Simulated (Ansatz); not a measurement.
`CC[B]Br` radical at its PBE0-D4/def2-TZVP geometry, where that method's forces vanish. The species carries charge 0 and has multiplicity 2.

```xyz
9

C     0.3889    1.1150    0.1036
C    -0.0547   -0.2858   -0.3029
B    -0.5740   -1.2070    0.8251
Br   -1.1832   -2.9829    0.6024
H    -0.4312    1.6690    0.5645
H     1.2030    1.0744    0.8299
H     0.7372    1.6871   -0.7592
H    -0.8493   -0.2414   -1.0630
H     0.7633   -0.8284   -0.8003
```

Question: What forces (eV/Å) does PBE-D4/def2-TZVPP give on these atoms in Ansatz? (Best estimate.)

Answer: The calculation gave: 
```
C1   0.016  0.039 -0.010
C2  -0.042 -0.053  0.142
B3   0.009  0.063  0.083
Br4 -0.065 -0.178 -0.002
H5  -0.153  0.112  0.093
H6   0.156  0.000  0.143
H7   0.073  0.125 -0.166
H8  -0.153  0.003 -0.166
H9   0.159 -0.110 -0.116
```
